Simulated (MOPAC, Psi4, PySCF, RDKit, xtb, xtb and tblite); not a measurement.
Two geometries of SMILES Oc1cccc(-c2ccccc2)c1 (C₁₂H₁₀O), relaxed at GFN2-xTB with one dihedral held; other torsions can differ between them too.

Structure A

```
23

O      3.6656     1.3409     1.1015
C      2.8017     0.5526     0.3845
C      2.9464     0.4870    -0.9962
C      2.0897    -0.3085    -1.7344
C      1.0729    -1.0114    -1.1150
C      0.9037    -0.9341     0.2652
C     -0.1790    -1.6732     0.9329
C     -1.4560    -1.7163     0.3785
C     -2.4733    -2.4093     1.0080
C     -2.2303    -3.0754     2.1975
C     -0.9634    -3.0421     2.7557
C      0.0535    -2.3444     2.1309
C      1.7734    -0.1416     1.0070
H      3.1806     1.8607     1.7508
H      3.7426     1.0428    -1.4653
H      2.2093    -0.3690    -2.8061
H      0.4140    -1.6366    -1.6986
H     -1.6541    -1.1856    -0.5414
H     -3.4607    -2.4289     0.5698
H     -3.0248    -3.6188     2.6872
H     -0.7669    -3.5640     3.6811
H      1.0444    -2.3359     2.5615
H      1.6399    -0.0503     2.0766
```

Structure B

```
23

O      3.6829     1.3219     1.1073
C      2.7900     0.5608     0.3768
C      2.4557     0.9482    -0.9142
C      1.5892     0.1664    -1.6574
C      1.0420    -0.9821    -1.1171
C      1.3638    -1.3751     0.1799
C      0.7871    -2.5974     0.7611
C     -0.5574    -2.9080     0.5714
C     -1.0988    -4.0551     1.1214
C     -0.3052    -4.9133     1.8639
C      1.0337    -4.6160     2.0554
C      1.5756    -3.4662     1.5116
C      2.2410    -0.5907     0.9219
H      3.2176     1.8322     1.7768
H      2.8909     1.8462    -1.3246
H      1.3353     0.4606    -2.6652
H      0.3761    -1.5924    -1.7088
H     -1.1845    -2.2339     0.0060
H     -2.1449    -4.2802     0.9716
H     -0.7284    -5.8104     2.2911
H      1.6587    -5.2843     2.6299
H      2.6243    -3.2471     1.6498
H      2.4926    -0.8660     1.9360
```

Problem. Which is lower in energy at the level B3LYP-D3(BJ)/def2-SVP // GFN2-xTB in Psi4 1.11, and by how much?

Solution. A is lower, by 1.94 kcal/mol (dihedral H14–O1–C2–C3: 135° in A, 105° in B).

E(B) − E(A) in kcal/mol at the other levels, on the same two geometries: GFN2-xTB (xtb and tblite) 2.43; MMFF94 // GFN2-xTB (RDKit) 2.02; B3LYP/def2-SVP // GFN2-xTB (Psi4) 1.92; PBE/def2-SVP // GFN2-xTB (Psi4) 2.34; PBE-D3(BJ)/def2-SVP // GFN2-xTB (Psi4) 2.35; UFF // GFN2-xTB (RDKit) 3.44; PM6, restricted, heats of formation // GFN2-xTB (MOPAC) 1.47; PM7, restricted, heats of formation // GFN2-xTB (MOPAC) 1.31; GFN1-xTB // GFN2-xTB (xtb) 1.82; restricted B3LYP/6-31G*, spherical d, density fitting // GFN2-xTB (PySCF) 1.82; restricted Hartree-Fock/LANL2DZ, density fitting // GFN2-xTB (PySCF) 0.60.
